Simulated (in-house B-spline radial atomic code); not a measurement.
## PBE0 excitations of the arsenic ion As⁵⁺

Method: PBE0. Computed with a B-spline radial code for spherical atoms: linear response of the closed shell [Ar] 3d10 with the functional's adiabatic kernel; scalar-relativistic (spin-free one-electron X2C), finite nucleus, no spin-orbit coupling, no double excitations, S, P, D and F terms only. Only terms of natural parity with L up to 3 were computed.

Command:
```bash
python run_td.py task.json out
```
Settings (radii: box in bohr, nucleus in fm):
```
Z                        33
electrons                28
configuration            [Ar] 3d10
hamiltonian              x2c
method                   pbe0
box_radius               16.35
rms_radius               4.0968
intervals                71
```

Run time, properties included: 2 s on 1 thread of Arm Neoverse N1, with other jobs on the host.

The lowest states, in the order of their Tamm-Dancoff energies; the method's threshold (minus the highest occupied level) is 111.55 eV. Labels give the largest channel, * marks a mixed state, and oscillator strengths are full-response dipole values. Semilocal kernels can invert the small singlet-triplet splittings of Rydberg terms. Energies in eV:

```json
{"state": "3d → 4s 3D", "full response": "38.47", "Tamm-Dancoff": "38.49", "oscillator strength": "-"}
{"state": "3d → 4s 1D", "full response": "39.23", "Tamm-Dancoff": "39.24", "oscillator strength": "-"}
{"state": "3d → 4p 3P", "full response": "51.57", "Tamm-Dancoff": "51.59", "oscillator strength": "-"}
{"state": "3d → 4p 3F", "full response": "51.87", "Tamm-Dancoff": "51.89", "oscillator strength": "-"}
{"state": "3d → 4p 1F", "full response": "?", "Tamm-Dancoff": "?", "oscillator strength": "-"}
{"state": "3d → 4p 1P", "full response": "?", "Tamm-Dancoff": "?", "oscillator strength": "?"}
{"state": "3d → 4d 3S", "full response": "70.52", "Tamm-Dancoff": "70.57", "oscillator strength": "-"}
{"state": "3d → 4d 3D", "full response": "71.56", "Tamm-Dancoff": "71.57", "oscillator strength": "-"}
{"state": "3d → 4d 1D", "full response": "72.22", "Tamm-Dancoff": "72.23", "oscillator strength": "-"}
{"state": "3d → 4d 1S", "full response": "76.54", "Tamm-Dancoff": "77.17", "oscillator strength": "-"}
```

Problem. Where does 3d → 4p 1P lie?

Solution. At 53.44 eV in full response, 53.52 eV in Tamm-Dancoff, oscillator strength 0.562.

Problem. Where does 3d → 4p 1F lie?

Solution. At 52.39 eV in full response, 52.39 eV in Tamm-Dancoff.

Problem. How large is the singlet-triplet splitting of 3d → 4s (D terms) in Tamm-Dancoff?

Solution. 0.749 eV, from the unrounded values.

Problem. What polarisabilities and dispersion coefficient does the method give?

Solution. Dipole 0.5474 bohr³, quadrupole 0.6345 bohr⁵, C6 0.9085 hartree·bohr⁶ for two such species.
